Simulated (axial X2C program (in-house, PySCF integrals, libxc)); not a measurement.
# Density and ELF of SeI⁻

Calculated with an in-house all-electron X2C program for linear molecules (integrals from PySCF). Spin-free means the one-electron spin-free X2C Hamiltonian. Basis: I dyall-acv3z [12s13p9d5f1g], Se dyall-acv3z [9s10p7d5f1g] (cores contracted in-house); Gaussian nuclei, density fitting, unrestricted open shells. Masses: I 126.904 u, Se 79.917 u.

PBE0, scalar-relativistic, state M_S = 0, Λ = 0 (closed shell); I at z = 0, Se at z = 2.560 Å.

The maps cover the half plane through the axis: z from -2.4 to 4.8 Å along the bond, ρ from 0.15 to 2.25 Å away from it.

log10 of the density in e/bohr³:

```
 ρ\z  -2.4  -1.8  -1.2  -0.6   0.0   0.6   1.2   1.8   2.4   3.0   3.6   4.2   4.8
0.15  -3.1  -2.2  -1.3  -0.2   1.8  -0.2  -1.1  -0.9   1.2   0.1  -1.3  -2.3  -3.3
0.45  -3.2  -2.3  -1.4  -0.6   0.4  -0.6  -1.2  -1.0   0.0  -0.5  -1.4  -2.3  -3.3
0.75  -3.2  -2.4  -1.6  -0.9  -0.6  -1.0  -1.4  -1.2  -0.8  -0.9  -1.6  -2.4  -3.3
1.05  -3.3  -2.5  -1.8  -1.2  -1.0  -1.3  -1.7  -1.5  -1.1  -1.2  -1.8  -2.5  -3.3
1.35  -3.5  -2.7  -2.1  -1.6  -1.4  -1.6  -2.0  -1.8  -1.5  -1.6  -2.1  -2.7  -3.4
1.65  -3.6  -3.0  -2.4  -2.0  -1.8  -2.0  -2.3  -2.2  -1.9  -2.0  -2.4  -2.9  -3.6
1.95  -3.8  -3.2  -2.7  -2.3  -2.3  -2.4  -2.7  -2.5  -2.3  -2.4  -2.7  -3.2  -3.7
2.25  -4.0  -3.5  -3.0  -2.7  -2.7  -2.8  -3.0  -2.9  -2.7  -2.7  -3.0  -3.4  -3.9
```

Electron localisation function (collinear form, no current term, damped to 0 at low density):

```
 ρ\z  -2.4  -1.8  -1.2  -0.6   0.0   0.6   1.2   1.8   2.4   3.0   3.6   4.2   4.8
0.15  0.03  0.27  0.60  0.42  0.77  0.41  0.68  0.20  0.62  0.45  0.46  0.10  0.01
0.45  0.03  0.27  0.65  0.26  0.75  0.23  0.62  0.38  0.39  0.19  0.57  0.13  0.01
0.75  0.03  0.28  0.69  0.51  0.26  0.42  0.50  0.58  0.40  0.65  0.67  0.17  0.01
1.05  0.03  0.27  0.70  0.81  0.69  0.68  0.33  0.59  0.85  0.88  0.70  0.20  0.02
1.35  0.02  0.24  0.66  0.85  0.85  0.67  0.18  0.48  0.85  0.87  0.67  0.21  0.02
1.65  0.01  0.18  0.58  0.79  0.80  0.51  0.09  0.33  0.77  0.80  0.60  0.19  0.02
1.95  0.01  0.11  0.44  0.67  0.66  0.29  0.04  0.19  0.64  0.69  0.47  0.13  0.01
2.25  0.00  0.04  0.25  0.46  0.42  0.11  0.01  0.09  0.44  0.51  0.31  0.07  0.00
```

One determinant describes the state; a PBE0 search over occupations chose it and may have missed a lower one.
